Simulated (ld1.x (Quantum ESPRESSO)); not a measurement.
**Logarithmic derivatives: S, TM**

- Element: sulfur
- Generator: ld1.x (Quantum ESPRESSO) 7.5
- Type: norm-conserving Troullier–Martins (Kleinman–Bylander form)
- Functional: LDA (PZ)
- Relativity: scalar-relativistic
- Frozen core: [Ne]
- Valence charge: 6
- Reference configuration: 3s2 3p3 (charge +1)
- Partial waves: 3s (bound): rc 1.15 bohr; 3p (bound): rc 1.40 bohr; 3d channel at 0.45 Ry: rc 1.20 bohr
- Local potential: the d channel
- Core correction: none

The phase is arctan(r·u′/u) with u = r·R(r), unwrapped; energies in Ry, scanned from -4 to 5 Ry. A pole is an energy at which the radial function vanishes at the test radius. The pseudo phase is shifted by a multiple of π to meet the all-electron one at the reference energy, and phase errors are pseudo minus all-electron; the curves can meet again beyond the range given. Levels narrower than the energy grid can be missing from the lists of poles.

Q: For each channel, where are the poles, and over which energies does the pseudopotential scatter like the atom?

A:

| channel | radius (bohr) | reference energy (Ry) | poles, all-electron | poles, pseudo | unbroken range about the reference energy with phases within 0.05 rad | phase error 1 Ry above the reference energy (rad) |
| --- | --- | --- | --- | --- | --- | --- |
| s | 1.54 | -2.03 | 3.11 | -1.50, 3.79 | below -1.6 | -3.075 |
| p | 1.54 | -1.24 | 4.16 | 3.31 | below 3.3 | -0.009 |
| d | 1.54 | 0.45 | 4.50 | 4.54 | the whole range | +0.001 |

Note: ghost state, extra bound levels that the all-electron valence spectrum of the same l lacks: s at -20.0 eV. A true bound ghost makes a file unfit for plane-wave use.

Phases in the d channel:

```csv
E (Ry),all-electron,pseudo
-4.00,1.219,1.220
-3.76,1.207,1.207
-3.52,1.193,1.194
-3.28,1.178,1.178
-3.04,1.161,1.161
-2.80,1.142,1.142
-2.56,1.120,1.120
-2.32,1.095,1.096
-2.08,1.067,1.067
-1.84,1.033,1.033
-1.60,0.993,0.993
-1.36,0.945,0.946
-1.12,0.887,0.887
-0.88,0.814,0.815
-0.64,0.723,0.724
-0.40,0.607,0.607
-0.16,0.457,0.457
0.08,0.268,0.268
0.32,0.039,0.039
0.56,-0.215,-0.215
0.80,-0.464,-0.464
1.04,-0.682,-0.682
1.28,-0.860,-0.860
1.52,-1.000,-0.999
1.76,-1.109,-1.108
2.00,-1.195,-1.194
2.24,-1.264,-1.263
2.48,-1.321,-1.319
2.72,-1.368,-1.366
2.96,-1.407,-1.406
3.20,-1.442,-1.440
3.44,-1.471,-1.469
3.68,-1.498,-1.496
3.92,-1.522,-1.519
4.16,-1.543,-1.541
4.40,-1.563,-1.560
4.64,-1.582,-1.579
4.88,-1.599,-1.596
```
